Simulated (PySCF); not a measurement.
From one molecule to another.

First species: C7H8NP.
InChI=1S/C7H8NP/c1-2-6(1)7-5-8-3-4-9-7/h3-6H,1-2H2

Second species: Isopropylsulfonyl chloride, C3H7ClO2S.
SMILES: `CC(C)S(=O)(=O)Cl`

Levels: B3LYP/def2-SVPD for dipole moment, HOMO energy, LUMO energy, HOMO–LUMO gap, static isotropic polarisability and electronic spatial extent ⟨r²⟩ about the centre of nuclear charge; TDDFT B3LYP/def2-SVPD for lowest singlet excitation; TDA B3LYP/def2-SVPD for lowest triplet excitation (Tamm–Dancoff); GFN2-xTB for rotational constant A and rotational constant C. Geometries: GFN2-xTB. All species are isolated and taken at one optimised geometry, non-relativistic unless stated; the electronic structure was computed with PySCF and density fitting.

The conformers computed, where there is a choice (atom-mapped SMILES and torsion angles):
- `[cH:1]1[cH:2][p:3][c:4]([CH:5]2[CH2:6][CH2:7]2)[cH:8][n:9]1`: P3–C4–C5–C6 34°
- `[CH3:1][CH:2]([CH3:3])[S:4](=[O:5])(=[O:6])[Cl:7]`: C1–C2–S4–O5 175°

Values for the first species:

```
Dipole moment                                                     : 1.63 D
HOMO energy                                                       : -6.96 eV
LUMO energy                                                       : -2.14 eV
HOMO–LUMO gap                                                     : 4.82 eV
Lowest singlet excitation                                         : 3.78 eV
Lowest triplet excitation (Tamm–Dancoff)                          : 3.14 eV
Static isotropic polarisability                                   : 110.0 au
Electronic spatial extent ⟨r²⟩ about the centre of nuclear charge : 1364 bohr²
Rotational constant A                                             : 3.187 GHz
Rotational constant C                                             : 0.855 GHz
```

**Question.** Estimate the same properties for the second species, and the change in each.

**Answer.** 
```
                                                         property       first     second  second less first
                                                    dipole moment      1.63 D     4.56 D            +2.93 D
                                                      HOMO energy    -6.96 eV   -8.75 eV           -1.79 eV
                                                      LUMO energy    -2.14 eV   -1.78 eV           +0.36 eV
                                                    HOMO–LUMO gap     4.82 eV    6.97 eV           +2.15 eV
                                        lowest singlet excitation     3.78 eV    5.73 eV           +1.95 eV
                         lowest triplet excitation (Tamm–Dancoff)     3.14 eV    5.14 eV           +2.00 eV
                                  static isotropic polarisability    110.0 au    77.5 au           -32.5 au
electronic spatial extent ⟨r²⟩ about the centre of nuclear charge  1364 bohr²  965 bohr²         -399 bohr²
                                            rotational constant A   3.187 GHz  2.184 GHz         -1.003 GHz
                                            rotational constant C   0.855 GHz  1.582 GHz         +0.727 GHz
```

On the first: A dipole of 1.63 D is allowed in Cs, and pure rotational transitions are dipole-allowed. The 8 singlets span 3.78 to 5.96 eV, and their oscillator strengths add up to 0.54.

On the second: S1 lies 1.24 eV below the HOMO–LUMO gap; its leading configuration is HOMO→LUMO, weight 0.96. The vertical singlet–triplet gap S1 − T1 is 0.59 eV (TDDFT singlet less Tamm–Dancoff triplet; S1: HOMO→LUMO, weight 0.96; T1: HOMO→LUMO, weight 0.95).
